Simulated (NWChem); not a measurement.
All runs are NWChem calculations. System: F3S (+1), charge 1, spin multiplicity 1, at a geometry optimised with PBE0/def2-SVP. The structure started from a generated list of species. Level: G0W0@PBE/def2-TZVP, RI basis def2-tzvp-rifit.

Input file:

```
start mol
memory heap 200 mb stack 700 mb global 1700 mb
charge 1
geometry units angstroms nocenter noautoz
  F      0.692888    -0.217484     1.167690
  S     -0.034951     0.454276     0.000000
  F      0.692888    -0.217484    -1.167690
  F     -1.323642    -0.372633     0.000000
  symmetry group Cs
end
basis spherical
  * library def2-tzvp
end
basis "ri basis" bse spherical
  * library def2-tzvp-rifit
end
dft
  xc xpbe96 cpbe96
  iterations 100
  direct
  tolerances tight
end
task dft energy
gw
  states alpha occ 4 vir 2
end
task dft gw
```

NWChem printed:

```
             Northwest Computational Chemistry Package (NWChem) 7.3.0
             --------------------------------------------------------

                                NWChem Input Module
                                -------------------

 Scaling coordinates for geometry "geometry" by  1.889725989
 (inverse scale =  0.529177249)

 Turning off AUTOSYM since
 SYMMETRY directive was detected!

                             Geometry "geometry" -> ""
                             -------------------------

 Output coordinates in angstroms (scale by  1.889725989 to convert to a.u.)

  No.       Tag          Charge          X              Y              Z
 ---- ---------------- ---------- -------------- -------------- --------------
    1 F                    9.0000     0.69288800    -0.21748400     1.16769000
    2 S                   16.0000    -0.03495100     0.45427600     0.00000000
    3 F                    9.0000     0.69288800    -0.21748400    -1.16769000
    4 F                    9.0000    -1.32364200    -0.37263300     0.00000000

 Effective nuclear repulsion energy (a.u.)     204.3615812528

            Nuclear Dipole moment (a.u.)
            ----------------------------
        X                 Y               Z
 ---------------- ---------------- ----------------
    -0.0000188973     0.0000132281     0.0000000000

      Symmetry information
      --------------------

 Group name             Cs
 Group number              2
 Group order               2
 No. of unique centers     3

      Symmetry unique atoms

     1    2    4


 Summary of "ao basis" -> "" (spherical)
 ------------------------------------------------------------------------------
       Tag                 Description            Shells   Functions and Types
 ---------------- ------------------------------  ------  ---------------------
 *                         def2-tzvp                  on all atoms

 new library libraries.bse/

 Summary of "ri basis" -> "" (spherical)
 ------------------------------------------------------------------------------
       Tag                 Description            Shells   Functions and Types
[...]
         -11.205152021290         369.160218904368           0.000000000000
           0.000000000000           0.000000000000         223.521673800034

     Multipole analysis of the density
     ---------------------------------

     L   x y z        total         alpha         beta         nuclear
     -   - - -        -----         -----         ----         -------
     0   0 0 0      1.000000    -21.000000    -21.000000     43.000000

     1   1 0 0     -0.049129     -0.024555     -0.024555     -0.000019
     1   0 1 0      0.640950      0.320468      0.320468      0.000013
     1   0 0 1     -0.000000     -0.000000     -0.000000      0.000000

     2   2 0 0    -16.417156    -51.828212    -51.828212     87.239267
     2   1 1 0      0.017378     -2.620684     -2.620684      5.258745
     2   1 0 1     -0.000000     -0.000000     -0.000000      0.000000
     2   0 2 0    -16.642720    -17.968505    -17.968505     19.294290
     2   0 1 1     -0.000000     -0.000000     -0.000000      0.000000
     2   0 0 2    -16.415381    -52.030004    -52.030004     87.644627

 Task  times  cpu:       14.3s     wall:       14.3s

                                NWChem Input Module
                                -------------------

                                 NWChem GW Module
                                 ----------------

                             ***********************
                             ***        GW       ***
                             ***********************

 Summary of "ri basis" -> "ri basis" (spherical)
 ------------------------------------------------------------------------------
       Tag                 Description            Shells   Functions and Types
 ---------------- ------------------------------  ------  ---------------------
 F                      def2-tzvp-rifit             22       76   8s6p4d3f1g
 S                      def2-tzvp-rifit             29      113   9s7p6d5f2g

                 Memory Information
                 ------------------
          Available GA per process is          1699.9 MBs
          Available stack per process is        700.0 MBs
          Available heap per process is           0.0 MBs

          Peak memory in Initialization
              Peak GA per process is                  8.8 MBs
              Peak stack per process is               0.2 MBs
              Peak heap per process is                9.2 MBs
              Memory not in MA per process            0.0 MBs

          Peak memory in AFF Calculation
              Peak GA per process is                 53.6 MBs
              Peak stack per process is              40.0 MBs
              Peak heap per process is                0.0 MBs
              Memory not in MA per process           40.0 MBs

          Computing 2-center integrals
          Computing Inverse Cholesky factor
          Computing 3-center integrals
          Computing V_xc ...

          Computing Sigma_x
          Computing RPA polarizability
          Solving quasiparticle equations

                  Alpha Orbitals
          State     Energy (eV)     Error (eV)
          -----------------------------------
@GW        18        -23.336           0.003
@GW        19        -23.336           0.003
@GW        20        -22.854           0.003
@GW        21        -21.551           0.003
@GW        22         -6.402           0.003
@GW        23         -6.402           0.003

   Applying  -4.0254 eV scissor-shift to rest of particle states

   Applying   3.9817 eV scissor-shift to rest of hole states

     GW Timing Statistics
   ------------------------
   Init.   :          0.1s
     ERIs  :          1.8s
     Distr.:          0.0s
     Vxc   :          0.3s
   Sigma_x :          0.0s
   RPA     :          3.9s
   Wmn     :          0.1s
   Sigma_c :          0.1s
   GW total:          6.2s

 Task  times  cpu:        6.2s     wall:        6.2s

 Total times  cpu:       20.6s     wall:       20.6s
```
